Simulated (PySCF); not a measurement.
# Distorted geometries of [Au(O2)2]−

[Au(O2)2]− (triplet). PySCF 2.14.0, UKS TPSS, Au def2-SVP with ECP60, O def2-SVP; non-relativistic Hamiltonian with scalar-relativistic core potentials where named; density fitting; no spin-orbit coupling. Relaxed geometry:

```xyz
5

Au   -0.0115    0.2694   -0.0002
O     0.2039    0.3108    2.0448
O    -0.4314   -0.6515    2.6985
O     0.3972   -0.6554   -2.6982
O    -0.2242    0.3168   -2.0448
```

Order these distorted geometries by energy above the relaxed one, lowest first.
A.
```xyz
5

Au   -0.1716    0.2961    0.1563
O     0.4039    0.4409    1.9919
O    -0.3852   -0.6085    2.6968
O     0.0917   -0.7853   -2.7482
O    -0.0047    0.2469   -2.0968
```
B.
```xyz
5

Au    0.0487    0.4672    0.1461
O     0.1710    0.3262    2.0856
O    -0.4673   -0.6363    2.5769
O     0.4878   -0.7384   -2.6540
O    -0.3062    0.1714   -2.1546
```
C.
```xyz
5

Au   -0.0647    0.3115   -0.0206
O     0.3084    0.2716    2.0517
O    -0.4687   -0.6628    2.6978
O     0.2997   -0.6240   -2.7063
O    -0.1406    0.2937   -2.0226
```

C (0.39 eV), B (0.55 eV), A (1.05 eV).

Which forces (eV/Å) act in the one that lies 0.39 eV up?


```
Au   0.64 -0.52  1.31
O   -1.24 -0.98  0.33
O    0.95  1.12 -0.68
O    1.96 -4.08 -2.58
O   -2.30  4.46  1.63
```
Forces carry noise of the integration grid, about 0.01 to 0.03 eV/Å.

No frequency check is given that shows the relaxed geometry to be a minimum. Open shells may have lower solutions than the one found.
